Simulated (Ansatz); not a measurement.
A structure relaxed at PBE0-D4/def2-TZVP, charge 0, multiplicity 1:

```xyz
16

B     1.638    0.245    1.082
N     0.587    0.561    0.236
C    -0.430    1.541    0.557
C     0.407   -0.070   -1.054
C    -0.653   -1.131   -1.098
C    -1.246   -1.676   -0.048
H     1.714    0.793    2.144
H     2.444   -0.565    0.723
H    -0.253    1.934    1.557
H    -0.403    2.372   -0.157
H    -1.430    1.100    0.521
H     0.172    0.697   -1.804
H     1.360   -0.514   -1.360
H    -0.916   -1.469   -2.098
H    -1.991   -2.453   -0.164
H    -1.002   -1.367    0.963
```

**Question.** Give its formula and SMILES.

**Answer.** C4H10BN, `BN(C)CC=C`.

**Question.** Point group (tolerance 0.08 Å, 0.16 Å for H)?

**Answer.** C1.

**Question.** Summarise the bond lengths by kind.

**Answer.** 1 × B–N 1.386 Å; 2 × B–H 1.197 to 1.198 Å; 2 × C–N 1.447 to 1.449 Å; 8 × C–H 1.083 to 1.099 Å; 2 × C–C 1.324 to 1.500 Å.

Program: Ansatz 0.2.0.
